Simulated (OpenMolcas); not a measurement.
**Tm⁴⁺: effect of the active space**

```
Program             : OpenMolcas
Method              : CASSCF or its RAS form
Basis               : ANO-RCC-VTZP
Scalar Hamiltonian  : DKH2, point nucleus
Spin-orbit coupling : RASSI with atomic mean-field integrals over the reference wave functions, term energies averaged over their components
```

A. 11 electrons in 7 orbitals (4f); 2S+1 = 4 odd, 35 roots; 2S+1 = 2 odd, 112 roots (96 in the spin-orbit step); cost roughly 40 core-seconds
B. 11 electrons in 12 orbitals (RAS2 4f; RAS3 5d, at most 1 electron); 2S+1 = 4 odd, 35 roots; 2S+1 = 2 odd, 112 roots; 2S+1 = 6 even, 175 roots (84 in the spin-orbit step); 2S+1 = 4 even, 115 roots kept (CI in the orbitals of an earlier block, 65 in the spin-orbit step); 2S+1 = 2 even, 75 roots kept (CI in the orbitals of an earlier block, 0 in the spin-orbit step); cost of the order of 6 core-minutes

Energies in cm⁻¹ above 4f¹¹ ⁴I°_15/2.

| Level | A | B |
| --- | --- | --- |
| 4f¹¹ ⁴I°_15/2 | 0.0 | 0.0 |
| 4f¹¹ ⁴I°_13/2 | 7719 | 7719 |
| 4f¹¹ ⁴I°_11/2 | 12238 | 12238 |
| 4f¹¹ ⁴I°_9/2 [68 %] | 15260 | 15259 |
| 4f¹¹ ⁴F°_9/2 [61 %] | 20729 | 20706 |
| 4f¹¹ ²H°_11/2(1) [69 %] | 24990 | 24990 |
| 4f¹¹ ⁴S°_3/2 [70 %] | 25676 | 25676 |
| 4f¹¹ ⁴F°_7/2 | 27805 | 27794 |
| 4f¹¹ ⁴F°_5/2 | 30091 | 30086 |
| 4f¹¹ ⁴F°_3/2 [64 %] | 30369 | 30369 |
| 4f¹¹ ²K°_15/2 | 35268 | 35268 |
| 4f¹¹ ⁴G°_11/2 | 35963 | 35963 |
| 4f¹¹ ⁴G°_9/2 [70 %] | 37517 | 37465 |
| 4f¹¹ ²K°_13/2 | 41699 | 41699 |
| 4f¹¹ ²P°_1/2 | 44337 | 44337 |
| 4f¹¹ ⁴G°_7/2 | 45214 | 45117 |
| 4f¹¹ ⁴G°_5/2 | 45644 | 45612 |
| 4f¹¹ ²D°_5/2(1) [66 %] | 46470 | 46453 |
| 4f¹¹ ²I°_11/2 [72 %] | 54666 | 54666 |
| 4f¹¹ ²L°_17/2 | 55117 | 55117 |
| 4f¹¹ ⁴D°_7/2 | 56490 | 56156 |
| 4f¹¹ ²I°_13/2 | 57183 | 57183 |
| 4f¹¹ ⁴D°_3/2 [72 %] | 59802 | 59802 |
| 4f¹¹ ²L°_15/2 | 62363 | 62363 |

The spin-orbit steps hold different terms of 4f¹¹ (A lacks a ²F°, a ²G°), which shifts levels as well.

Between A and B the level of the table that moves most is 4f¹¹ ⁴D°_7/2, by 330 cm-1 (lowest in B, highest in A).

High states are left out of the spin-orbit mixing, which shifts the levels that they would mix with. Without dynamic correlation excited terms often stand tens of per cent too high (terms of higher spin than the ground term too low), and those without a measured partner can miss by more than the paired ones. Levels of configurations outside the active space are missing. The table leaves out levels that lie high or whose names do not pair safely across all columns.

A share in square brackets marks a mixed level and gives the weight of the term that names it, the lowest over the columns. A number in round brackets counts repeated terms of one configuration in the order of the reference energies. ° marks odd parity.
